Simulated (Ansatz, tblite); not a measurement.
Cost and result up the ladder for Al₂SiO₅ (8 atoms). Total charge 0; singlet. Geometry: PBE-D4/def2-SVP.

```xyz
8

Al   -0.141    0.052    0.003
Al    3.021   -1.149   -0.065
Si   -2.392    0.910    0.051
O    -1.659   -0.448    0.756
O    -0.968    1.446   -0.700
O    -3.829    1.458    0.082
O     4.535   -1.721   -0.096
O     1.433   -0.548   -0.031
```

Ansatz on 4 threads of Arm Neoverse V1 on a shared host; xTB runs through tblite on one thread. Times are rough, summed over both states, and most runs start from the orbitals of an earlier one. PBE0-D4/def2-TZVP serves as the yardstick here, not as an exact answer. Differences are given only for rows in sets of like size (and for xTB, whose basis is part of the method), since another set adds its own error. The other state is a doublet.

The xTB rows come from tblite. Correlated methods freeze 20 core orbitals. The rows differ in basis, and correlated rows in double-zeta sets carry the largest basis error. HOMO above LUMO, or a gap near zero within one spin, warns that the state may not be the lowest or that an electron is smeared out. The structure comes from a short search, and lower isomers may exist.

Correlated methods converge slowly with the basis, most of all in double-zeta sets.

Raw xTB energies of ions are shifted by several eV.

```json
{"level": "GFN2-xTB", "functions": "47", "wall time": "0.032 s"}
{"level": "GFN1-xTB", "functions": "47", "wall time": "0.043 s"}
{"level": "PBE-D4/def2-TZVP", "functions": "266", "wall time": "20 s"}
{"level": "BHLYP-D4/def2-TZVP", "functions": "266", "wall time": "44 s"}
{"level": "PBE0-D4/def2-TZVP", "functions": "266", "wall time": "56 s"}
{"level": "CCSD(T)/def2-SVP", "functions": "124", "wall time": "81 s"}
```

**Question.** Estimate what each level gives for the vertical IE (eV).

**Answer.** 
```csv
level,vertical IE (eV),difference from PBE0-D4/def2-TZVP (eV),remarks
GFN2-xTB,15.46,5.57,–
GFN1-xTB,16.29,6.39,–
PBE-D4/def2-TZVP,9.48,-0.41,gap within one spin near zero (+1 doublet)
BHLYP-D4/def2-TZVP,9.83,-0.06,–
PBE0-D4/def2-TZVP,9.89,0.00,–
CCSD(T)/def2-SVP,9.94,–,large T1 (0.025) (singlet)
```
